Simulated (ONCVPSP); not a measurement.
Cutoff test, xenon, ONCV

ONCVPSP 4.0.1 input, shortened (lines: element, Z, core and valence counts, functional; n l f; lmax; l rc ep ncon nbas qcut; lloc lpopt rc5 dvloc0; l nproj debl; icmod fcfact rcfact), Wu-Cohen, scalar-relativistic:

```
  Xe 54.00    8    3  -118130      upf
    1    0    2.00
    2    0    2.00
    2    1    6.00
    3    0    2.00
    3    1    6.00
    3    2   10.00
    4    0    2.00
    4    1    6.00
    4    2   10.00
    5    0    2.00
    5    1    6.00
    2
    0    1.45    0.00    5    9    3.40
    1    2.00    0.00    4    7    4.80
    2    0.95    0.00    4    8   10.10
    4    5    0.95    4.00
    0    2    2.80
    1    2    0.90
    2    2    2.80
    3    2.75    1.20
```

**Question.** For each optimised wave give the share of its norm inside rc, the residual kinetic energy above qcut (Ha) and the cutoffs (Ha) for errors of 10, 1, 0.1 and 0.01 mHa per electron.

**Answer.**

| wave | norm inside rc | residual KE | 10 mHa | 1 mHa | 0.1 mHa | 0.01 mHa |
| --- | --- | --- | --- | --- | --- | --- |
| 5s | 0.257 | 2.9e-02 | 30.2 | 99.1 | 113.6 | 135.7 |
| s projector 2 | 0.077 | 1.0e-01 | 36.4 | 120.7 | 141.4 | 155.0 |
| 5p | 0.408 | 1.9e-04 | 6.2 | 9.5 | 15.1 | 32.9 |
| p projector 2 | 0.175 | 2.4e-04 | 6.2 | 9.7 | 16.9 | 47.0 |
| 4d | 0.635 | 3.7e-03 | 45.9 | 81.5 | 237.3 | 274.9 |
| d projector 2 | 0.060 | 9.8e-04 | 39.1 | 50.6 | 78.3 | 151.4 |

The occupied waves need 99 Ha and 237 Ha for 1 and 0.1 mHa. Note: ghosts flagged at negative energy: s at -58.2 eV, p at -12.6 eV; GHOST(+) flagged for s at 275.4 eV. A true bound ghost makes a file unfit for plane-wave use.
